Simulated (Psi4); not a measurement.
oxygen atom (O), triplet; CCSD/pcseg-1 (Psi4).

Psi4 was given this input:
```
memory 2 GB

molecule {
0 3
  O     0.00000000    0.00000000    0.00000000
}

set basis pcseg-1
set reference uhf

energy('ccsd')
print_variables()
```

Predict the main parts of the log of this Psi4 run.


```
   => Loading Basis Set <=

    Name: PCSEG-1
    Role: ORBITAL
    Keyword: BASIS

         ---------------------------------------------------------
                                   SCF
               by Justin Turney, Rob Parrish, Andy Simmonett
                          and Daniel G. A. Smith
                              UHF Reference
         ---------------------------------------------------------

  ==> Geometry <==

    Molecular point group: d2h
    Geometry (in Angstrom), charge = 0, multiplicity = 3:

       Center              X                  Y                   Z               Mass
    ------------   -----------------  -----------------  -----------------  -----------------
         O            0.000000000000     0.000000000000     0.000000000000    15.994914619570

  Running in d2h symmetry.

  Rotational constants: A = ************  B = ************  C = ************ [cm^-1]
  Rotational constants: A = ************  B = ************  C = ************ [MHz]
  Nuclear repulsion =    0.000000000000000

  Charge       = 0
  Multiplicity = 3
  Electrons    = 8
  Nalpha       = 5
  Nbeta        = 3

  ==> Algorithm <==

  SCF Algorithm Type is PK.
  DIIS enabled.
  MOM disabled.
  Fractional occupation disabled.
  Guess Type is CORE.
  Energy threshold   = 1.00e-08
  Density threshold  = 1.00e-08
  Integral threshold = 1.00e-12

  ==> Primary Basis <==

  Basis Set: PCSEG-1
    Blend: PCSEG-1
    Number of shells: 6
    Number of basis functions: 14
    Number of Cartesian functions: 15
    Spherical Harmonics?: true
    Max angular momentum: 2

  ==> Integral Setup <==

  Using in-core PK algorithm.
   Calculation information:
      Number of atoms:                   1
      Number of AO shells:               6
      Number of primitives:             13
      Number of atomic orbitals:        15
      Number of basis functions:        14

      Integral cutoff                 1.00e-12
      Number of threads:                 1

  Performing in-core PK
  Using 11130 doubles for integral storage.
  We computed 231 shell quartets total.
  Whereas there are 231 unique shell quartets.

  ==> DiskJK: Disk-Based J/K Matrices <==

    J tasked:                  Yes
    K tasked:                  Yes
    wK tasked:                  No
    Schwarz Cutoff:          1E-12

  Minimum eigenvalue in the overlap matrix is 2.1212883207E-01.
  Reciprocal condition number of the overlap matrix is 1.1230278201E-01.
    Using symmetric orthogonalization.

  ==> Pre-Iterations <==

  SCF Guess: Core (One-Electron) Hamiltonian.

   -------------------------------------------------------
    Irrep   Nso     Nmo     Nalpha   Nbeta   Ndocc  Nsocc
   -------------------------------------------------------
     Ag         5       5       2       2       2       0
     B1g        1       1       0       0       0       0
     B2g        1       1       0       0       0       0
     B3g        1       1       0       0       0       0
     Au         0       0       0       0       0       0
     B1u        2       2       1       0       0       1
     B2u        2       2       1       1       1       0
     B3u        2       2       1       0       0       1
   -------------------------------------------------------
    Total      14      14       5       3       3       2
   -------------------------------------------------------

  ==> Iterations <==

                        Total Energy        Delta E     RMS |[F,P]|

   @UHF iter   1:   -72.26004439873444   -7.22600e+01   2.66086e-01 ADIIS
   @UHF iter   2:   -74.60894996786651   -2.34891e+00   9.78899e-02 DIIS/ADIIS
   @UHF iter   3:   -74.75289726839270   -1.43947e-01   2.68956e-02 DIIS/ADIIS
   @UHF iter   4:   -74.76443710996855   -1.15398e-02   1.65576e-03 DIIS/ADIIS
   @UHF iter   5:   -74.76449243593390   -5.53260e-05   1.47108e-04 DIIS/ADIIS
   @UHF iter   6:   -74.76449318578968   -7.49856e-07   5.72506e-05 DIIS
[...]
  @UHF Final Energy:   -74.76449335693829
    Total Energy =                        -74.7644933569382886
[...]
     0        -0.103420336854482    0.000e+00    0.000000    0.000000    0.000000    0.000000
     1        -0.115428163383696    2.618e-02    0.004381    0.000000    0.000000    0.000000
     2        -0.118425538742248    7.885e-03    0.005555    0.000000    0.000000    0.000000
     3        -0.118675120643905    2.350e-03    0.005790    0.000000    0.000000    0.000000
     4        -0.118678256535566    7.654e-04    0.005793    0.000000    0.000000    0.000000
     5        -0.118681977092124    1.199e-04    0.005786    0.000000    0.000000    0.000000
     6        -0.118682223069430    2.218e-05    0.005782    0.000000    0.000000    0.000000
     7        -0.118682345462019    3.767e-06    0.005782    0.000000    0.000000    0.000000
     8        -0.118682316858003    5.526e-07    0.005782    0.000000    0.000000    0.000000
     9        -0.118682320019264    1.063e-07    0.005782    0.000000    0.000000    0.000000
    10        -0.118682320481675    2.422e-08    0.005782    0.000000    0.000000    0.000000

    Iterations converged.

    Largest TIA Amplitudes:
              2   6        -0.0079137086
              4   8        -0.0079137086
              3   7        -0.0077808033
              1   0        -0.0038860776
              1   2         0.0015314655
              0   0        -0.0001211130
              0   2        -0.0000373336

    Largest Tia Amplitudes:
              1   1         0.0067976563
              1   0         0.0030757707
              2   8        -0.0029096844
              0   0        -0.0001920696
              0   1        -0.0000809874

    Largest TIJAB Amplitudes:
      4   2   8   6        -0.0326580732
      4   3   8   7        -0.0325019337
      3   2   7   6        -0.0325019337
      4   2   4   1        -0.0197187974
      2   1   6   0        -0.0181732727
      4   1   8   0        -0.0181732727
      4   3   3   2         0.0181383884
      3   2   5   2        -0.0181383884
      3   1   7   0        -0.0180055455
      4   2   5   3         0.0109274265

    Largest Tijab Amplitudes:
      2   1   8   0        -0.0159591636
      2   1   6   5        -0.0139369522
      2   1   9   3        -0.0139369522
      2   1   7   5        -0.0059211276
      2   1  10   3        -0.0059211276
      2   1   8   1        -0.0040843008
      2   0   8   0        -0.0013470856
      2   0   7   5         0.0008498632
      2   0  10   3         0.0008498632
      2   0   8   1         0.0008381444

    Largest TIjAb Amplitudes:
      3   2   7   8        -0.0581655626
      4   2   8   8        -0.0418498952
      2   2   6   8        -0.0418498952
      1   2   0   8        -0.0321987488
      3   1   7   0        -0.0315352571
      2   1   6   0        -0.0310204945
      4   1   8   0        -0.0310204945
      2   1   1   6         0.0302034059
      2   1   4   9         0.0302034059
      4   1   1   9        -0.0302034059

    SCF energy       (wfn)                    =  -74.764493356938289
    Reference energy (file100)                =  -74.764493356938260

    Opposite-spin MP2 correlation energy      =   -0.076616760337292
    Same-spin MP2 correlation energy          =   -0.026803576517190
    Singles MP2 correlation energy            =   -0.000000000000000
    MP2 correlation energy                    =   -0.103420336854482
      * MP2 total energy                      =  -74.867913693792744

    Opposite-spin CCSD correlation energy     =   -0.091343264716100
    Same-spin CCSD correlation energy         =   -0.027339055765576
    Singles CCSD correlation energy           =    0.000000000000000
    CCSD correlation energy                   =   -0.118682320481675
      * CCSD total energy                     =  -74.883175677419942

  Variable Map:
  ----------------------------------------------------------------------------
[...]
  Array Variable Map:
  ----------------------------------------------------------------------------
[...]
[...]
```
